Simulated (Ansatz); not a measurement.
```yaml
crystal:
  periodic: [false, false, false]
  atoms:
    - {symbol: B, position_ang: [-0.021642, -0.467993, -0.757734]}
    - {symbol: Cl, position_ang: [-0.300344, 0.348270, -2.304239]}
    - {symbol: H, position_ang: [0.140891, -1.657167, -0.714468]}
    - {symbol: H, position_ang: [-0.979692, -0.129873, 0.108136]}
    - {symbol: B, position_ang: [0.021556, 0.468001, 0.757747]}
    - {symbol: Cl, position_ang: [0.300565, -0.348302, 2.304177]}
    - {symbol: H, position_ang: [-0.140922, 1.657165, 0.714503]}
    - {symbol: H, position_ang: [0.979599, 0.129899, -0.108132]}
basis:
  gaussian: {orbitals: "6-31G*"}
hamiltonian: {xc: {name: SPW92}}
scf: {lower_state_search: full}
```

```sh
$ ansatz run in.yaml --threads 4 --pin off --events-out ev --progress --plain --max-ram 3916MiB
```

Shortened log:

```
Functional definition: SPW92
920 factors; their error is unknown
mean field evaluation 1: about -26365.0202 eV, gradient 2.2e1 eV
mean field evaluation 2: about -26364.4732 eV, gradient 2.6e1 eV
mean field evaluation 4: about -26366.5410 eV, gradient 1.2e0 eV
mean field evaluation 8: about -26366.4946 eV, gradient 2.0e-1 eV
mean field evaluation 16: about -26364.9652 eV, gradient 2.2e1 eV
mean field -26366.49466128 eV, -968.9508069502 hartree, gradient 1.8e-5 eV, S^2 0.000000; 0 other end points of the search recorded, 0 dependent functions left out
reference -26366.49468647 eV, -968.9508078757 hartree; 24, 24 occupied and 52, 52 virtual orbitals, 920 factors
Total energy: -26366.49468647 eV, -968.9508078757 hartree
```

Run time 1.4 s (4 threads of Intel Xeon on a shared host).

The 6-31G sets use Cartesian d functions.
